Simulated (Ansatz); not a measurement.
Geometry optimisation, UKS revPBE/def2-SVP (Ansatz).

Input file:

```yaml
crystal:
  periodic: [false, false, false]
  atoms:
    - { symbol: Mg, position_ang: [-1.2072, -1.1678, -0.681] }
    - { symbol: Si, position_ang: [0.8654, 0.7169, 0.2289] }
    - { symbol: Cl, position_ang: [-1.1578, -2.2526, -2.5202] }
    - { symbol: H, position_ang: [-0.7413, -0.0139, 0.8588] }
    - { symbol: F, position_ang: [-1.7362, -0.349, 1.4539] }
    - { symbol: H, position_ang: [1.0867, 1.4549, 1.4811] }
    - { symbol: H, position_ang: [0.8249, 1.7287, -0.8445] }
    - { symbol: H, position_ang: [2.0654, -0.1172, 0.0231] }
magnetization:
  spin_polarized: true
basis:
  gaussian: { orbitals: def2-SVP }
hamiltonian:
  xc: revpbe
relax:
  f_tol: 0.15
  max_steps: 25
  restrain:
    - { distance: [0, 4], at: 1.98, k: 30.0 }
    - { distance: [3, 1], at: 1.42, k: 30.0 }
    - { distance: [0, 1], at: 3.82, k: 30.0 }
    - { distance: [3, 4], at: 2.18, k: 30.0 }
```

Run as:

```bash
$ ansatz run input.yaml --threads 2 --pin off --max-ram 3072MiB --backend cpu --events-out ev --progress --plain --runs-dir out
```

Question: Where does it end, and by what steps?

Answer: The forces met the threshold. The restraints hold the end off the free minimum. After 6 steps the energy has fallen by 1.515 eV (the restraints' own energy left out); Mg1 moved furthest, 0.67 Å. Parted: Mg1–Si2, Mg1–H4. Joined: Si2–H4.

```
step  energy less start (eV)  largest force component (eV/Å)  accepted
   0                  0.0000                           2.182       yes
   1                 -0.0270                           3.037       yes
   2                 -0.3939                           3.122       yes
   3                 -0.9388                           2.379       yes
   4                 -1.4445                           1.605       yes
   5                 -1.5339                           1.709       yes
   6                 -1.5155                           1.777       yes
```

```xyz
8
Properties=species:S:1:pos:R:3
Mg -1.778 -1.497 -0.545
Si 1.031 0.912 0.379
Cl -1.289 -2.338 -2.532
H -0.222 0.193 0.600
F -2.120 -0.747 1.182
H 1.353 1.703 1.616
H 0.884 1.839 -0.796
H 2.140 -0.065 0.096
```

Run time: 38 s on 2 threads of Intel(R) Xeon(R) Platinum 8259CL CPU @ 2.50GHz (Skylake/Cascade Lake), with other jobs on the host, peak memory 0.2 GiB.
